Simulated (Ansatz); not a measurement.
Consider the hydrogen abstraction from the Sn–H bond: `[OH][SnH2][Cl]` + Cl• → `[OH][SnH][Cl]`• + HCl.

Calculated with Ansatz (gas phase, PBE0-D4/def2-TZVP geometries, no zero-point term in ΔE). CCSD(T)/CBS adds triple-zeta CCSD(T) − MP2 to the extrapolated MP2 energy (def2 sets, frozen cores). This one scheme is used for every species, atoms too. Functionals use def2-TZVPP. HSE06 is defined as in plane-wave codes. No spin–orbit coupling; open shells (•) take unrestricted orbitals. Spin–orbit coupling would lower the free atoms: a little for Cl. Elements past krypton have def2 core potentials. For Sn outer-core shells are correlated without core-valence functions, so the limit isn't a true one: a few kJ/mol of doubt a bond, and 10 to 20 or more in all where bonds break to atoms. Each species was taken in one conformer, which may not be the lowest.

CCSD(T)/CBS gives -123.6 kJ/mol.

Question: Another level gave -156.9 kJ/mol. Which?
A. PBE/def2-TZVPP
B. HSE06/def2-TZVPP
C. CCSD/def2-TZVPP
D. CAM-B3LYP/def2-TZVPP

Answer: A. PBE -156.9, CAM-B3LYP -126.7, HSE06 -139.6, CCSD/def2-TZVPP -110.7 kJ/mol.

Question: What do rigid-rotor, harmonic-oscillator terms from PBE0-D4/def2-TZVP frequencies (298.15 K, 1 bar) make of the CCSD(T)/CBS value? (Best estimate.)

Answer: The calculation gave: ΔZPE = -3.1 kJ/mol, ΔH = -125.2 kJ/mol, ΔS = 19 J/(mol·K), ΔG = -130.8 kJ/mol. Open shells count their whole term as degenerate.

Largest T1 diagnostic among the species: 0.017.

Leaving LDA and LC-ωPBE aside and taking each functional with its dispersion term where it has one, the values, not all of them listed here, spread over 41.8 kJ/mol, from PBE-D4 to BHLYP-D4. LDA lies −18.5 kJ/mol from PBE without D4. From r2SCAN to r2SCAN0 (25 % exact exchange), in def2-TZVPP and without D4, ΔE moves by +12.9 kJ/mol.

CCSD(T)/CBS has its own doubt, a few kJ/mol and more with outer-core shells, so smaller differences from it don't rank the levels.
